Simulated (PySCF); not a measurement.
## From a computed spectrum to the compound

A species of 7 atoms with charge -1 has these harmonic modes (PBE0, small Gaussian bases with core potentials, PySCF 2.14.0):

| cm⁻¹ | km/mol | symmetry |
| --- | --- | --- |
| 113 | 8.7 | e |
| 113 | 8.7 | e |
| 137 | 40.5 | a |
| 399 | 37.7 | e |
| 399 | 37.7 | e |
| 453 | 144.1 | e |
| 453 | 144.1 | e |
| 486 | 50.9 | a |
| 519 | 92.4 | a |
| 808 | 64.8 | e |
| 808 | 64.8 | e |
| 848 | 36.9 | a |
| 3807 | 7.3 | a |
| 3811 | 3.9 | e |
| 3811 | 3.9 | e |

**Question.** Which species is it, and in which structure?

**Answer.** [Pb(OH)3]− (singlet):
```xyz
7

Pb    0.0000    0.0000   -0.2648
O     1.7433   -0.2240    1.0426
H     1.5003    0.4742    1.6683
O    -0.6777    1.6217    1.0426
H    -1.1608    1.0622    1.6683
O    -1.0656   -1.3977    1.0426
H    -0.3395   -1.5364    1.6683
```
Ideal gas at 298.15 K and 1 bar: S = 341.6 J/(mol K), Cp = 99.3 J/(mol K), H − H(0 K) = 20.1 kJ/mol (rigid rotor, harmonic modes, spin degeneracy alone). 
 The answer isn't unique; the calculation gave this one.
